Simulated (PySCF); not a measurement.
CCl3, charge +1, multiplicity 1. Atoms are numbered in the order given.

```xyz
4

Cl    -1.6577     0.0000     0.0000
C      0.0000     0.0000     0.0000
Cl     0.8289    -1.4356     0.0000
Cl     0.8289     1.4356     0.0000
```
Charge +1, spin multiplicity 1.

Geometry: TPSSh-D3(BJ)/def2-SVP. The multiplicity is an assumed one; other spin states were not compared. The isomer is the one that the SMILES or the coordinates give; other isomers of the formula were not compared.

Level of theory: TDDFT-B3LYP/def2-SVPD (PySCF).

Vertical excitations; the highest root listed may be one member of a degenerate set.  State labels are in the subgroup C2v.

Question: Estimate the UV-visible absorptions. (The exact figures need the calculation; the answer reports its results.)

Answer: 
```tsv
state	symmetry	energy (eV)	λ (nm)	f	main pairs
S1	A2	3.58	346	0.000	HOMO→LUMO 100 %
S2	B2	4.72	263	0.000	HOMO−3→LUMO (degenerate set)
S3	A2	4.72	263	0.000	HOMO−4→LUMO (degenerate set)
S4	B1	5.47	227	0.142	HOMO−1→LUMO (degenerate set)
S5	A1	5.47	227	0.142	HOMO−2→LUMO (degenerate set)
S6	B1	7.02	177	0.000	HOMO→LUMO+1 99 %
S7	A2	7.82	159	0.000	HOMO−1→LUMO+1 (degenerate set)
S8	B2	7.82	159	0.000	HOMO−2→LUMO+1 (degenerate set)
S9	A1	8.35	149	0.030	HOMO−3→LUMO+1 (degenerate set)
S10	B1	8.35	149	0.030	HOMO−4→LUMO+1 (degenerate set)
T1	A2	3.33	372	0	HOMO→LUMO 100 %
T2	B1	3.97	312	0	HOMO−1→LUMO (degenerate set)
T3	A1	3.97	312	0	HOMO−2→LUMO (degenerate set)
T4	B2	4.47	278	0	HOMO−3→LUMO 100 %
```
Triplets are in the Tamm–Dancoff approximation, which puts them higher than full response would, so one can lie above its singlet here.
